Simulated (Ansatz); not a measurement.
Geometry optimisation, RKS PBE0-D4/def2-SVP (Ansatz).

Input:

```yaml
crystal:
  periodic: [false, false, false]
  atoms:
    - { symbol: C, position_ang: [-0.2062, -0.8345, -1.3151] }
    - { symbol: C, position_ang: [-0.2096, -0.2787, -0.0861] }
    - { symbol: Si, position_ang: [0.5638, -1.1449, 1.3418] }
    - { symbol: O, position_ang: [-0.7871, 0.9495, 0.2286] }
    - { symbol: C, position_ang: [-0.4381, 2.0269, -0.4638] }
    - { symbol: S, position_ang: [-1.2208, 3.4842, -0.1493] }
    - { symbol: H, position_ang: [0.2348, -1.7383, -1.5758] }
    - { symbol: H, position_ang: [-0.87957, 2.18601, -1.44761] }
    - { symbol: H, position_ang: [-0.4208, -1.5254, 2.3997] }
    - { symbol: H, position_ang: [1.5931, -0.2387, 2.008] }
    - { symbol: H, position_ang: [1.2928, -2.3624, 0.8958] }
    - { symbol: H, position_ang: [0.4219, 1.8734, -1.1146] }
basis:
  gaussian: { orbitals: def2-SVP }
hamiltonian:
  xc: pbe0
  dispersion: d4
relax:
  f_tol: 0.02
  max_steps: 50
output:
  orbitals: {}
```

Run as:

```bash
$ ansatz run input.yaml --threads 2 --pin off --max-ram 3072MiB --backend cpu --events-out ev --progress --plain --runs-dir out
```

Problem. Where does it end, and by what steps?

Solution. It converged. After 22 steps the energy has fallen by 5.739 eV; H8 moved furthest, 2.05 Å. Parted: C5–H8. Joined: C1–H8.

```csv
step,energy less start (eV),largest force component (eV/Å),accepted
0,0.0000,2.942,yes
1,-0.8529,1.684,yes
2,-1.2286,1.543,yes
3,-1.5523,0.845,yes
4,-1.7941,0.607,yes
5,-2.0246,0.553,yes
6,-2.3777,1.273,yes
7,-3.0611,2.736,yes
8,-3.8924,3.383,yes
9,-4.6380,2.698,yes
10,-5.0730,2.635,yes
11,-5.2680,1.638,yes
12,-5.5274,0.643,yes
13,-5.5803,0.462,yes
14,-5.6587,0.489,yes
15,-5.6843,0.654,yes
16,-5.7204,0.368,yes
17,-5.7297,0.458,yes
18,-5.7362,0.159,yes
19,-5.7363,0.190,yes
20,-5.7376,0.106,yes
21,-5.7386,0.053,yes
22,-5.7387,0.019,yes
```

```xyz
12
Properties=species:S:1:pos:R:3
C -0.203 -0.393 -1.305
C -0.138 -0.045 -0.015
Si 0.543 -1.126 1.375
O -0.615 1.168 0.449
C -0.438 2.285 -0.262
S -1.171 3.681 0.071
H 0.188 -1.360 -1.626
H -0.660 0.246 -2.066
H -0.526 -1.370 2.386
H 1.689 -0.429 2.029
H 0.993 -2.414 0.772
H 0.284 2.155 -1.087
```

The run took 120 s on 2 threads of Arm Neoverse V1, on a shared host, peak memory 0.3 GiB.
